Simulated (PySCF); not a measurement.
## n-propyl bromide: calculation against experiment

**What was measured.**

NIST CCCBDB Release 22 (SRD 101), experimental polarizabilities lists, for the gas: mean polarisability 9.07 Å³.

The results are set against them at the end.

n-propyl bromide, C3H7Br.
Atom-mapped SMILES: `[CH3:1][CH2:2][CH2:3][Br:4]` (hydrogens: H5, H6, H7 on C1; H8, H9 on C2; H10, H11 on C3)

Geometry (PBE0-D3(BJ)/def2-SVP, Å), atoms numbered from 1 in this order:
```xyz
11
C3H7Br angstrom
C     -1.680    0.492   -0.056
C     -0.956   -0.680   -0.695
C      0.326   -0.318   -1.414
Br     1.688    0.403   -0.218
H     -1.059    0.965    0.719
H     -1.928    1.264   -0.802
H     -2.619    0.165    0.414
H     -0.738   -1.454    0.059
H     -1.608   -1.160   -1.446
H      0.791   -1.194   -1.885
H      0.165    0.453   -2.180
```

The PySCF runs (gas phase, on this PBE0-D3(BJ)/def2-SVP geometry; no spin–orbit coupling):

```json
{"level": "B3LYP/def2-SVPD", "job": "6 singlets by full TDDFT, polarisability, dynamic polarisability", "basis functions": "157", "wall time": "13 s"}
```

Hardware: one thread, Intel Xeon Platinum 8375C at 2.90 GHz (x86_64), shared host.

Results beside the measurements:

**Mean polarisability.** Measured: 9.07 Å³ (NIST CCCBDB Release 22 (SRD 101), experimental polarizabilities).

```tsv
level	computed (Å³)	computed − measured (Å³)	% (from the printed values)
B3LYP/def2-SVPD	9.09	+0.02	0
```

The computed values are static and purely electronic, with core orbitals frozen in the response (1 au = 0.148185 Å³). The table of measured values doesn't say here whether a value is static or optical, or holds a vibrational part. The measurement averages over conformers, the calculation has one.

No measured geometry was used, and the causes of the misses weren't examined.
